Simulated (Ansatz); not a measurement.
What each rung costs, and what it gives

Saddle point of SnH5OF, singlet (SnH₄O ([OH][SnH3]) + HF → SnH₃F ([F][SnH3]) + H₂O; bonds formed: Sn1–F7, O2–H6; bonds broken: Sn1–O2, H6–F7), PBE0-D4/def2-TZVP structure:

| atom | x (Å) | y (Å) | z (Å) |
| --- | --- | --- | --- |
| Sn1 | -0.0680 | -0.7168 | 0.4827 |
| O2 | 0.7655 | 0.8615 | -0.7371 |
| H3 | -1.5395 | -1.3700 | -0.0608 |
| H4 | 1.1948 | -1.7625 | -0.0577 |
| H5 | 0.1642 | -0.3541 | 2.1196 |
| H6 | -0.1760 | 1.3654 | -0.4026 |
| F7 | -1.1593 | 1.2672 | 0.3399 |
| H8 | 0.8183 | 0.7095 | -1.6840 |

Barriers are electronic and count from the start structure reached by relaxing down the imaginary mode.

Program: Ansatz 0.2.0. Basis: as named in each row. Cores are frozen in the correlated methods. Filled d shells of the heavier atoms are correlated. Core potentials replace the inner electrons of the atoms past krypton. The def2 sets are not built for correlating such inner shells, so the correlated values are less sure here. B3LYP uses VWN-RPA correlation. Extrapolation: Hartree–Fock as exp(−7.88 √X), correlation as X^−2.97.

Times are rough, for one single point on 4 threads of a shared host (Intel Xeon).

The estimate by CCSD(T) at an estimated basis limit (MP2 extrapolated from triple and quadruple zeta, plus CCSD(T) − MP2 in triple zeta) is 46.6 kJ/mol.

```csv
method,basis,time (s),barrier (kJ/mol),method less estimate
SPW92,def2-SVP,under 1,-11.1,-57.7
PBE-D4,def2-SVP,under 1,8.2,-38.4
SPW92,def2-TZVPP,1,12.3,-34.3
PBE0-D4,def2-SVP,1,21.8,-24.7
PBE-D4,def2-TZVPP,1,30.8,-15.8
BLYP-D4,def2-TZVPP,2,37.9,-8.6
BHLYP-D4,def2-TZVPP,2,52.6,6.0
PBE0-D4,def2-TZVPP,2,40.6,-6.0
B3LYP-D4,def2-TZVPP,2,44.2,-2.3
r2SCAN-D4,def2-TZVPP,2,31.1,-15.5
CAM-B3LYP-D4,def2-TZVPP,2,42.8,-3.8
CCSD(T),def2-SVP,2,37.9,-8.6
wB97M-V,def2-SVP,3,20.6,-26.0
r2SCAN0-D4,def2-TZVPP,3,39.8,-6.8
RPA on PBE,def2-TZVPP,3,50.7,4.1
B2PLYP,def2-TZVPP,4,47.7,1.2
PBE-QIDH,def2-TZVPP,4,47.5,1.0
B97M-V,def2-TZVPP,4,36.9,-9.6
wB97X-V,def2-TZVPP,4,42.5,-4.1
wB97M-V,def2-TZVPP,4,40.5,-6.1
MP2,def2-QZVPP,11,48.0,1.4
CCSD(T),def2-TZVPP,23,52.2,5.6
```

All methods are single points on the PBE0-D4 structures; a negative value means that the method puts the saddle structure below the start.

T1 diagnostic: at most 0.014.

Steps of this kind, hydrogen fluoride cutting a network bond, underlie vapour etching and the fluorination step of atomic layer etching.

Labels in which every atom is bracketed show which atoms are joined, not bond orders.
